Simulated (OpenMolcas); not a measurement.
**d8 ions of charge +2 down a group on the Cd site of KCdF3**

| Quantity | Value |
| --- | --- |
| Program | OpenMolcas 26.06 |
| Method | SS-CASPT2, IPEA 0.25 Eh, imaginary shift 0.1 Eh |
| Spin-orbit coupling | state interaction with AMFI integrals over the reference wave functions |

The d shell is active; CASPT2 correlates the ligand valence shells and the outer metal core. Each dopant is a cluster with its nearest anions in model potentials and point charges, with no relaxation. Distances were set from a Shannon-type radius of the metal (high-spin where two are listed) plus a fixed donor radius (F 1.31 Å), in hosts weighted 0.65 to 0.35 with the host's distance in the model lattice. Ligand basis ANO-RCC-VDZP, DKH2 Hamiltonian. States (labels of O, the rotations of Oh). Energies in cm-1 above the lowest state or level, χT in cm3 K/mol. Spin-only χT is S(S+1) / 2 for the spin of the ground state.

```csv
Ion,Shell,R (Å),Metal basis,Ground state,First state of that spin,First gap with spin-orbit (degeneracies),χT at 300 K,First state of another spin,Spin-only χT
Ni2+,3d8,2.053,ANO-RCC-VTZP,3A2,3T2 7590,"7280 (3, 2)",1.405,1E 14220,1.000
Pd2+,4d8,2.163,ANO-RCC-VTZP,3A2,3T2 13840,"8930 (3, 2)",1.400,1E 9390,1.000
```

Every ion keeps the highest spin of its shell. χT departs most from the spin-only value for Ni2+, by +0.405 cm3 K/mol.

Roots that are degenerate in the reference are averaged as groups; the widest CASPT2 spread within a group is 380 cm-1 (the 3-fold group of multiplicity 3 near 30000 cm-1 above the lowest state of its run, Pd2+). Shifts and gaps below about the spread of the groups concerned are not significant. Over all roots computed the reference weight is 0.72 to 0.73 in Ni2+, 0.71 to 0.72 in Pd2+; a low but even weight reflects the number of correlated electrons. Ligand-to-metal charge-transfer states are missing. Free-ion shares, where given, are those of the reference states; single-state CASPT2 does not remix them. A single d shell leaves out the double-shell effect, which counts most for late 3d ions, where the CASPT2 field can be off either way by tens of per cent (holds for Ni2+). These CASPT2 states fit no ligand-field parameters well, so their order and spin gaps are uncertain (holds for Ni2+). For late 3d ions with one d shell CASPT2 can put B and the spin-flip bands somewhat low as well as high (holds for Ni2+). With one d shell and no ligand orbital active, 10Dq can be off by tens of per cent for divalent 3d ions, low with halides held by bare charges and at times high in hosts, and the orbital part of g and χT goes as 1/10Dq (holds for Ni2+). Real 4d8 and 5d8 ions are as a rule square planar and diamagnetic (holds for Pd2+). With no ligand orbital active B as a rule stays too high, so bands that hang on it stand too high and its fall with covalency is understated (holds for Pd2+). With one d shell and no ligand orbital active, 10Dq can be off by a tenth or more (holds for Pd2+). No measured value stands beside these numbers; the geometry was set by hand and not optimised.
